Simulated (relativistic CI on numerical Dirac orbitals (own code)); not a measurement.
## Slater and spin-orbit integrals, Bi48+

Method of calculation: Dirac-Coulomb-Breit CI, orbitals from a KLI potential per configuration, model QED, unscaled Slater integrals (own radial code, finite nucleus).

Slater integrals F^k, G^k are unscaled and averaged over j, outside the closed core [Ar] 3d10; ζ comes from projecting the Hamiltonian with its Breit term on Σ l·s of the shell.

- 4s²4p⁵: ζ(4p) = 933380 cm⁻¹; <r>(4p) = 0.3493, <r^2>(4p) = 0.1384 (bohr units).
- 4s²4p⁴4d: F^2(4p,4p) = 289870, ζ(4p) = 934380, F^2(4p,4d) = 286440, G^1(4p,4d) = 352080, G^3(4p,4d) = 226450, ζ(4d) = 117020 cm⁻¹; <r>(4p) = 0.3493, <r^2>(4p) = 0.1384, <r>(4d) = 0.3469, <r^2>(4d) = 0.1377 (bohr units).
- 4s²4p⁴4f: F^2(4p,4p) = 289720, ζ(4p) = 932010, F^2(4p,4f) = 292270, G^2(4p,4f) = 220040, G^4(4p,4f) = 164700, ζ(4f) = 22775 cm⁻¹; <r>(4p) = 0.3495, <r^2>(4p) = 0.1386, <r>(4f) = 0.3187, <r^2>(4f) = 0.1144 (bohr units).

Averages of the first 10 configurations, taken without configuration mixing, which lowers the lowest level and can move excited configurations by several eV; other configurations of the list can lie among them:

```tsv
Configuration	Parity	States	Average energy above the lowest level (eV)
4s²4p⁵	odd	6	59.5
4s4p⁶	even	2	315.9
4s²4p⁴4d	even	150	331.0
4s²4p⁴4f	odd	210	573.5
4s4p⁵4d	odd	120	581.7
4s4p⁵4f	even	168	824.5
4p⁶4d	even	10	845.4
4s²4p³4d4f	even	2800	846.0
4s4p⁴4d²	even	1350	851.4
4p⁶4f	odd	14	1088.5
```
